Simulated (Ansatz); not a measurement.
The cluster Ag₅Se⁻, relaxed as a singlet with RKS r2SCAN-D4/def2-SVPD in Ansatz, starting from the GFN1-xTB geometry. Force threshold 0.02 eV/Å.

In the def2 sets Ag takes a core potential; there is no spin–orbit coupling. The relaxation made no stability test and no search for a lower SCF solution. No other spin state of charge -1 was run. The structure comes from a short search, and lower isomers may exist.

Start:

```xyz
6

Ag   -1.134    0.297    1.554
Ag   -0.106    1.830   -0.519
Ag    1.590    0.370    0.995
Ag   -0.179   -1.060   -0.804
Ag    1.904    0.337   -1.805
Se   -2.075   -1.775    0.579
```

Question: Estimate the energy that the relaxation releases and the steps that it takes.

Answer: 21.3 kcal/mol, in 21 steps; 3.7 min on 4 threads of Arm Neoverse V1 on a shared host. The force fell under the threshold at step 4, but the optimiser went on and released 0.859 eV more. No frequencies were taken in this run, so the end may be a saddle point.

Question: Does the start keep its bonding and symmetry?

Answer: Bonds lost: Ag3–Ag4, Ag3–Ag5 (atoms count from 1). The end is the same structure that another start reached, the lowest one found. Point group Cs at the start, C2v at the end, both within 0.05 Å; within 0.015 Å the end is Cs.

Question: Predict the relaxed structure.

Answer: 
```xyz
6

Ag   -0.713   -0.110    1.530
Ag    1.120    0.926   -0.235
Ag    1.090    1.727    2.301
Ag   -0.603   -0.952   -1.262
Ag    1.304    0.178   -2.780
Se   -2.199   -1.768    0.446
```
Bond lengths (bridged metal pairs left out): 6 × Ag–Ag 2.66 to 2.75 Å; 2 × Ag–Se 2.48 Å.
